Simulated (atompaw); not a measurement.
## ruthenium: PAW (atompaw) pseudisation with PBEsol, scalar-relativistic reference atom.

The input file (atompaw 4.2.0.5):

```
Ru 44
GGA-PBESOL scalarrelativistic loggrid 1500 logderivrange -9 5 351
5 5 4 0 0 0
5 0 0
5 1 0
4 2 6
0 0 0
c
c
c
v
v
c
c
v
v
c
v
2
1.65 1.25 1.40 1.45
n
n
y
-0.25
n
custom rrkj gramschmidtortho gaussian
bessel
1.65
1.65
1.45
1.65
1.65
1.65
PWSCFOUT
UPFDX 0.0125d0 UPFXMIN -7.d0 UPFZMESH 44.d0
END
```

Command:

```bash
atompaw < Ru.input > Ru.log
```

The program printed (summary file):

```
[... start of the log left out ...]
   Valence                  :     -424.43310484739055

 PAW parameters:
       lmax =            2
         rc =    1.6542142823989918
        irc =         1050
   rc_shape =    1.2554299164722578
    rc_vloc =    1.4043051334561634
    rc_core =    1.4535715235584152
   Vloc: truncated form - Vps(r)=A.sin(qr)/r for r<rc
   Projector type: RRKJ pseudization + Gram-Schmidt ortho.
   Gaussian compensation charge shape with gausstol =   1.0000E-04

 Number of basis functions     6
 No.   n  nodes  l      Energy         Cp coeff         Occ
  1    4    3    0   -0.7087165E+01  0.1000000E+01  0.2000000E+01
  2    5    4    0   -0.1395394E+01 -0.4104318E+00  0.0000000E+00
  3    4    2    1   -0.4877296E+01  0.1000000E+01  0.6000000E+01
  4    5    3    1   -0.9783633E+00  0.7587168E+00  0.0000000E+00
  5    4    1    2   -0.1773476E+01  0.1000000E+01  0.6000000E+01
  6  999    2    2   -0.2500000E+00 -0.4879502E-02  0.0000000E+00

 Eigenvalues of overlap operator (in the basis of projectors):
    1       -1.67738352E+00
    2        2.06019047E-01
    3        3.39105990E-01
    4        3.80411469E+00
    5        6.88284022E+00
    6        2.17696688E+01

The overlap operator has at least one negative eigenvalue!
It might be not positive definite...
Program is stopping.
This probably means that your projectors are too similar
or that your PAW basis is incomplete.
Advice: try to change your input parameters (f.i. : reference energies).
```

The run stopped because the overlap operator built from these waves and projectors is not positive definite.

The run took about 0.96 s on one core of a shared server CPU.
